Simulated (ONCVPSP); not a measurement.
# What one change does to a pseudopotential (La, ONCV)

| Property | Result |
| --- | --- |
| Element | lanthanum (La) |
| Generator | ONCVPSP 4.0.1 |
| Type | optimised norm-conserving Vanderbilt (ONCV) |
| Functional | LDA (Perdew-Zunger) |
| Relativity | scalar-relativistic |
| Frozen core | [Kr] 4d10 |
| Valence charge | 11 |
| Reference configuration | 5s2 5p6 5d1 6s2 |
| Partial waves | 5s+6s: rc 2.55 bohr, ncon 5, nbas 9, qcut 4.4 1/bohr, 2 projectors; 5p: rc 2.30 bohr, ncon 4, nbas 7, qcut 7 1/bohr, 3 projectors, debl 1.8 Ha; 5d: rc 3.50 bohr, ncon 4, nbas 9, qcut 5 1/bohr, 2 projectors, debl 3.2 Ha; f scattering state at 0.18 Ha: rc 3.80 bohr, ncon 4, nbas 7, qcut 2.6 1/bohr, 2 projectors, debl 2.8 Ha |
| Local potential | polynomial inside 1.75 bohr (lpopt 5, dvloc0 0 Ha) |
| Core correction | Teter function, fcfact 2, rcfact 1.4 |

In the f channel the program set the typed energies aside and used -0.168, 2.632 Ha.

All-electron outer shells of the reference configuration (LDA (Perdew-Zunger), scalar-relativistic, ld1.x):

| shell | level (eV) | outermost node (bohr) | outermost maximum (bohr) |
| --- | --- | --- | --- |
| 5s | -39.06 | 0.77 | 1.41 |
| 5p | -22.48 | 0.83 | 1.58 |
| 6s | -3.82 | 1.86 | 3.74 |
| 5d | -3.21 | 0.95 | 2.24 |

Change: s: qcut 2.8; p: qcut 4.4; d: qcut 3.2; f: qcut 1.6.

Cutoffs: the cutoffs (Ha) at which the residual kinetic energy of the hardest occupied pseudo-wave falls to 1 and 0.1 mHa per electron; they do not see the model core or the augmentation charge, which bear on the density cutoff. Errors are all-electron minus pseudo energies relative to the spin-unpolarised reference configuration.

Task: How do hardness, ghosts and transferability respond?

Result: The potential gets harder (13 Ha and 16 Ha → 25 Ha and 34 Ha); of the 4 tests that both files solve, the error grows in 4 and shrinks in 0 by more than 15 % and 0.3 meV (median size 4.2 → 25.7 meV); neither file shows a bound ghost.

```tsv
quantity	base	changed
cutoff, loose	13 Ha	25 Ha
cutoff, tight	16 Ha	34 Ha
loose cutoff by channel	s 7.9 Ha, p 13 Ha, d 6.0 Ha	s 25 Ha, p 7.2 Ha, d 4.5 Ha
bound ghosts	none	none
GHOST(+) flags under 300 eV	s at 62.1 eV, f at 78.2 eV, f at 230.7 eV, p at 288.9 eV	s at 44.2 eV, f at 77.8 eV, d at 101.8 eV, f at 226.7 eV, p at 291.5 eV
error for 5s2 5p6 5d1 6s1, meV [ΔE 6.16 eV]	-1.4	-2.1
error for 5s2 5p6 5d1 6s0, meV [ΔE 17.31 eV]	-6.2	-12
error for 5s2 5p6 5d0 6s0, meV [ΔE 36.42 eV]	-2.1	+40
error for 5s1 5p6 5d1 6s2, meV [ΔE 44.20 eV]	-125	-272
s: phases at 2.58 bohr within 0.05 rad from the reference energy up to (Ha; the scan ends near 5)	2.1	1.5
p: phases at 2.33 bohr within 0.05 rad from the reference energy up to (Ha; the scan ends near 5)	to the end of the scan	to the end of the scan
d: phases at 3.54 bohr within 0.05 rad from the reference energy up to (Ha; the scan ends near 5)	0.7	0.6
f: phases at 3.85 bohr within 0.05 rad from the reference energy up to (Ha; the scan ends near 5)	-0.2	-0.1
rms error of d²Exc/dni dnj with the model core, mHa	1.20	1.26
```
